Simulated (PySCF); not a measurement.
3-fluoropenta-1,2,4-triene (C5H5F), SMILES C=C=C(F)C=C. Atoms are numbered in the order given.

```xyz
11

C     -0.4100    -2.6107     0.0000
C     -0.0980    -1.3342     0.0000
C      0.1835    -0.0323     0.0000
F      1.4808     0.3730     0.0000
C     -0.8044     1.0396     0.0000
C     -0.4845     2.3518     0.0000
H     -0.5460    -3.1772    -0.9405
H     -0.5460    -3.1772     0.9405
H     -1.8553     0.7091     0.0000
H      0.5661     2.6781     0.0000
H     -1.2662     3.1251     0.0000
```

The structure is a stationary point at PBE-D3(BJ)/def2-SVP. One conformer was computed; it need not be the lowest.

Calculation: PBE-D3(BJ)/def2-SVP run with PySCF 2.14.0.

Harmonic, unscaled wavenumbers; measured fundamentals usually lie a few per cent lower.

```csv
mode,ν (cm⁻¹),IR (km/mol),moving atoms (share of kinetic energy)
1,128,0.7,"C 64 %, H 35 %"
2,148,0.9,"C 65 %, H 21 %, F 13 %"
3,250,3.6,"C 63 %, H 31 %"
4,274,0.1,"F 45 %, C 40 %, H 16 %"
5,432,0.1,"H 57 %, C 40 %"
6,508,1.0,"C 71 %, H 21 %, F 8 %"
7,583,18.1,"C 77 %, F 16 %"
8,606,1.1,"H 81 %, C 15 %"
9,707,7.8,"C 59 %, H 41 %"
10,756,8.2,"C 43 %, F 34 %, H 23 %"
11,870,34.8,"H 74 %, C 26 %"
12,887,34.6,"H 71 %, C 29 %"
13,954,0.1,"H 67 %, C 33 %"
14,979,12.7,"H 91 %, C 9 %"
15,994,28.5,"H 61 %, C 28 %, F 11 %"
16,1206,6.0,"H 56 %, C 44 %"
17,1248,116.1,"C 72 %, H 20 %, F 9 %"
18,1274,16.9,"H 65 %, C 32 %"
19,1372,9.5,"H 76 %, C 23 %"
20,1420,22.3,"C 50 %, H 50 %"
21,1641,6.6,"C 88 %, H 12 %"
22,2009,4.7,C 99 %
23,3027,11.9,H 95 %
24,3093,0.4,H 95 %
25,3105,0.8,"H 89 %, C 11 %"
26,3117,1.4,"H 91 %, C 9 %"
27,3197,1.6,"H 89 %, C 11 %"
```
